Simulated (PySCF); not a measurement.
Gas-phase equilibrium of 1 mol H₂S, 0.18 mol H₂ at 1800 K and 0.00133 bar, among 9 species (S₂, S₆, H₂S₂, H, H₂S, SH, H₂, S₈, S). Only gases are allowed; each row takes one source of thermochemistry for all species, and Cantera finds the minimum.

Computed with PySCF and rigid-rotor harmonic-oscillator thermochemistry at 1 bar. † marks an energy on the PBE0/def2-TZVP geometry and frequencies; other levels use their own. MP2 and CCSD(T) freeze the core. 6-31G* has spherical d functions here. Open shells (unrestricted) among the columns below: S₂ (multiplicity 3), H (multiplicity 2), SH (multiplicity 2, electronic degeneracy 4), S (multiplicity 3, electronic degeneracy 9); the rest are closed-shell singlets. Spin-orbit splitting is ignored; it lowers the true energy and changes the entropy of SH, S. B3LYP is the form with VWN-RPA correlation. No R ln 2 is added for the mirror-image form of H₂S₂. MP2 isn't extrapolated to the basis-set limit. CCSD(T) isn't extrapolated to the basis-set limit. The harmonic model lacks anharmonicity and excited electronic states, which grow with temperature; levels with a mode under 35 cm⁻¹ are left out. Internal rotation in H₂S₂ is treated as a harmonic vibration of one conformer, which makes the entropy rough.

Molecules larger than those listed are left out.

With B3LYP/6-31G* thermochemistry: H₂ 0.67, S₂ 0.27, S 0.026, SH 0.018, H 0.0082, H₂S 0.0044, H₂S₂ 7.0e-8.

Task: How far does the composition move with the other sources (CCSD(T)/def2-SVP†, MP2/def2-TZVPP†, PBE/def2-TZVP†, PBE0/def2-TZVP, ωB97M-V/def2-TZVP†)?

Result: 
```tsv
thermochemistry	x H₂	x S₂	x S	x SH	x H	x H₂S	x H₂S₂
B3LYP/6-31G*	0.67	0.27	0.026	0.018	0.0082	0.0044	7.0e-8
CCSD(T)/def2-SVP†	0.60	0.17	0.14	0.049	0.018	0.017	1.2e-7
MP2/def2-TZVPP†	0.66	0.27	0.015	0.014	0.019	0.014	4.9e-7
PBE/def2-TZVP†	0.68	0.29	0.0021	0.0064	0.017	0.0067	2.7e-7
PBE0/def2-TZVP	0.67	0.28	0.0065	0.015	0.018	0.012	5.4e-7
ωB97M-V/def2-TZVP†	0.67	0.28	0.0079	0.018	0.010	0.019	1.2e-6
```
The most sensitive of these is S: it spans a factor of 10^1.8 over these rows; at this temperature one factor of ten is RT ln 10 = 34 kJ/mol.
